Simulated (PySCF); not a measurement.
Compound: C6H7NS.
Bonds: C1–S2, S2–C3, C3–C4 (aromatic), C4–C5 (aromatic), C5–C6 (aromatic), C6–C7 (aromatic), C7–N8 (aromatic), C3–N8 (aromatic). Hydrogens: H9, H10, H11 on C1; H12 on C4; H13 on C5; H14 on C6; H15 on C7.

The same species was optimised twice, with GFN2-xTB and with PBE0-D3(BJ)/def2-SVP (PySCF), and the same property calculations (PySCF, gas phase) were run on both structures.

```tsv
coordinate	GFN2-xTB	PBE0-D3(BJ)/def2-SVP	change
C1–S2 (Å)	1.812	1.799	-0.013
C3–C4 (Å)	1.396	1.407	+0.011
C7–N8 (Å)	1.323	1.333	+0.010
C6–C7 (Å)	1.383	1.390	+0.007
C5–C6 (Å)	1.391	1.398	+0.007
C4–C5 (Å)	1.379	1.385	+0.006
S2–C3 (Å)	1.756	1.761	+0.005
C3–N8 (Å)	1.322	1.327	+0.005
S2–C3–N8 (°)	117.4	119.1	+1.7
S2–C3–C4 (°)	119.2	117.9	-1.3
C1–S2–C3 (°)	100.2	100.9	+0.7
C4–C3–N8 (°)	123.4	122.9	-0.5
C5–C6–C7 (°)	118.1	117.8	-0.3
C3–N8–C7 (°)	118.1	118.3	+0.2
C4–C5–C6 (°)	119.1	119.3	+0.2
C3–C4–C5 (°)	117.9	118.0	+0.1
C1–S2–C3–C4 (°)	180	180	0
```

Rotational constants: A = 4307, B = 1261, C = 981.6 MHz (GFN2-xTB) against A = 4305, B = 1238, C = 967.2 MHz (PBE0-D3(BJ)/def2-SVP). Point groups within 0.08 Å: Cs and Cs.

On the GFN2-xTB structure: HOMO (eV) -6.29 [PBE0/pcSseg-1]; LUMO (eV) -0.78 [PBE0/pcSseg-1]; dipole (D) 1.29 [PBE0/pcSseg-1]; GIAO shielding of C1 (ppm) 167.2 [PBE0/pcSseg-1]; GIAO shielding of S2 (ppm) 458.1 [PBE0/pcSseg-1]; GIAO shielding of C3 (ppm) 17.7 [PBE0/pcSseg-1]; GIAO shielding of C4 (ppm) 61.0 [PBE0/pcSseg-1]; GIAO shielding of C5 (ppm) 45.9 [PBE0/pcSseg-1]; GIAO shielding of C6 (ppm) 64.8 [PBE0/pcSseg-1]; GIAO shielding of C7 (ppm) 31.6 [PBE0/pcSseg-1]; GIAO shielding of N8 (ppm) -68.3 [PBE0/pcSseg-1].

**Question.** What do these properties become on the PBE0-D3(BJ)/def2-SVP structure?

**Answer.** 
```json
{"property": "HOMO (eV)", "level": "PBE0/pcSseg-1", "on GFN2-xTB": "-6.29", "on PBE0-D3(BJ)/def2-SVP": "-6.31", "change": "-0.02"}
{"property": "LUMO (eV)", "level": "PBE0/pcSseg-1", "on GFN2-xTB": "-0.78", "on PBE0-D3(BJ)/def2-SVP": "-0.81", "change": "-0.03"}
{"property": "dipole (D)", "level": "PBE0/pcSseg-1", "on GFN2-xTB": "1.29", "on PBE0-D3(BJ)/def2-SVP": "1.20", "change": "-0.09"}
{"property": "energy, GFN2-xTB geometry as zero (kcal/mol)", "level": "PBE0/pcSseg-1", "on GFN2-xTB": "0.0", "on PBE0-D3(BJ)/def2-SVP": "-0.5", "change": "-0.5"}
{"property": "GIAO shielding of C1 (ppm)", "level": "PBE0/pcSseg-1", "on GFN2-xTB": "167.2", "on PBE0-D3(BJ)/def2-SVP": "167.1", "change": "-0.1"}
{"property": "GIAO shielding of S2 (ppm)", "level": "PBE0/pcSseg-1", "on GFN2-xTB": "458.1", "on PBE0-D3(BJ)/def2-SVP": "458.4", "change": "+0.3"}
{"property": "GIAO shielding of C3 (ppm)", "level": "PBE0/pcSseg-1", "on GFN2-xTB": "17.7", "on PBE0-D3(BJ)/def2-SVP": "16.2", "change": "-1.5"}
{"property": "GIAO shielding of C4 (ppm)", "level": "PBE0/pcSseg-1", "on GFN2-xTB": "61.0", "on PBE0-D3(BJ)/def2-SVP": "57.9", "change": "-3.1"}
{"property": "GIAO shielding of C5 (ppm)", "level": "PBE0/pcSseg-1", "on GFN2-xTB": "45.9", "on PBE0-D3(BJ)/def2-SVP": "43.9", "change": "-2.0"}
{"property": "GIAO shielding of C6 (ppm)", "level": "PBE0/pcSseg-1", "on GFN2-xTB": "64.8", "on PBE0-D3(BJ)/def2-SVP": "61.9", "change": "-2.9"}
{"property": "GIAO shielding of C7 (ppm)", "level": "PBE0/pcSseg-1", "on GFN2-xTB": "31.6", "on PBE0-D3(BJ)/def2-SVP": "29.4", "change": "-2.2"}
{"property": "GIAO shielding of N8 (ppm)", "level": "PBE0/pcSseg-1", "on GFN2-xTB": "-68.3", "on PBE0-D3(BJ)/def2-SVP": "-70.9", "change": "-2.6"}
```

The heavy atoms differ by 0.028 Å rms after alignment. Among bonds between heavy atoms C1–S2 changes most (-0.013 Å). Changes are differences of the printed values. Neither structure is proved a minimum here.

Shape of the structure used: `[CH3:1][S:2][c:3]1[cH:4][cH:5][cH:6][cH:7][n:8]1`: C1–S2–C3–C4 180°.
